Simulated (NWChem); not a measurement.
System: CH₆Hf; SMILES [CH3][HfH3]

All runs: NWChem. Structure relaxed at the PBE-D3(BJ)/def2-SVP level. def2 effective core potentials on Hf; no spin-orbit coupling. Level BLYP/def2-TZVP: energy and gradient; each run changes one setting, and changes count from the defaults (medium grid, exact Coulomb integrals, symmetry on).

### Question
Which setting moves the energy most, and by about how much (defaults; coarse grid; Becke weights; symmetry off)?

### Answer
coarse grid, by about 90 μHa.
```json
[
 {"setting": "defaults", "size of the energy change (μHa)": "< 10", "largest change of a gradient component (μHa/bohr)": "< 30"},
 {"setting": "symmetry off", "size of the energy change (μHa)": "< 10", "largest change of a gradient component (μHa/bohr)": "other frame"},
 {"setting": "coarse grid", "size of the energy change (μHa)": "90", "largest change of a gradient component (μHa/bohr)": "300"},
 {"setting": "Becke weights", "size of the energy change (μHa)": "10", "largest change of a gradient component (μHa/bohr)": "90"}
]
```
